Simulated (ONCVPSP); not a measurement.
## Before and after: ONCV potential for Ir

* Element: iridium
* Generator: ONCVPSP 4.0.1
* Type: optimised norm-conserving Vanderbilt (ONCV)
* Functional: BLYP
* Relativity: fully relativistic
* Frozen core: [Kr] 4d10 4f14
* Valence charge: 17
* Reference configuration: 5s2 5p6 5d7 6s1 6p1
* Partial waves: 5s+6s: rc 1.50 bohr, ncon 4, nbas 8, qcut 7.3 1/bohr, 2 projectors; 5p+6p: rc 1.75 bohr, ncon 4, nbas 8, qcut 6.3 1/bohr, 2 projectors; 5d: rc 1.95 bohr, ncon 3, nbas 8, qcut 7.9 1/bohr, 1 projector
* Local potential: polynomial inside 1.10 bohr (lpopt 1, dvloc0 2 Ha)
* Core correction: Teter function, fcfact 5.5, rcfact 1.2

Open shells are filled in proportion to 2j + 1.

All-electron outer shells of the reference configuration (BLYP, scalar-relativistic, ld1.x):

```
shell  level (eV)  outermost node (bohr)  outermost maximum (bohr)
   4d     -292.62                   0.21                      0.42
   5s      -99.78                   0.50                      0.89
   4f      -63.89                      –                      0.39
   5p      -56.45                   0.54                      1.01
   5d       -8.77                   0.59                      1.29
   6s       -7.57                   1.17                      2.35
   6p       -2.07                   1.39                      3.34
```

Change: d: rc 2.78.

Cutoffs: the cutoffs (Ha) at which the residual kinetic energy of the hardest occupied pseudo-wave falls to 1 and 0.1 mHa per electron; they do not see the model core or the augmentation charge, which bear on the density cutoff. Errors are all-electron minus pseudo energies relative to the spin-unpolarised reference configuration.

Predict the effect on cutoff, ghosts and configuration errors.

The potential gets neither clearly harder nor softer (22 Ha and 27 Ha → 22 Ha and 27 Ha); the s channel sets the loose cutoff, while the largest relative change is in d, which becomes softer; of the 3 tests that both files solve, the error grows in 1 and shrinks in 0 by more than 15 % and 0.3 meV (median size 0.2 → 0.6 meV); neither file shows a bound ghost.

| quantity | base | changed |
| --- | --- | --- |
| cutoff, loose | 22 Ha | 22 Ha |
| cutoff, tight | 27 Ha | 27 Ha |
| loose cutoff by channel | s 22 Ha, p 16 Ha, d 19 Ha | s 22 Ha, p 16 Ha, d 15 Ha |
| bound ghosts | none | none |
| GHOST(+) flags under 300 eV | none | none |
| tests with a reliable result | 3 of 4 | 3 of 4 |
| error for 5s2 5p6 5d7 6s2 6p0, meV [ΔE -5.22 eV] | -0.4 | -0.6 |
| error for 5s2 5p6 5d7 6s1 6p0, meV [ΔE 4.63 eV] | +0.2 | +0.2 |
| error for 5s2 5p6 5d7 6s0 6p0, meV [ΔE 22.18 eV] | -0.2 | -2.5 |
| s: phases at 1.52 bohr within 0.05 rad from the reference energy up to (Ha; the scan ends near 5) | to the end of the scan | to the end of the scan |
| p3/2: phases at 1.78 bohr within 0.05 rad from the reference energy up to (Ha; the scan ends near 5) | to the end of the scan | to the end of the scan |
| p1/2: phases at 1.78 bohr within 0.05 rad from the reference energy up to (Ha; the scan ends near 5) | to the end of the scan | to the end of the scan |
| rms error of d²Exc/dni dnj with the model core, mHa | 3.80 | 3.80 |
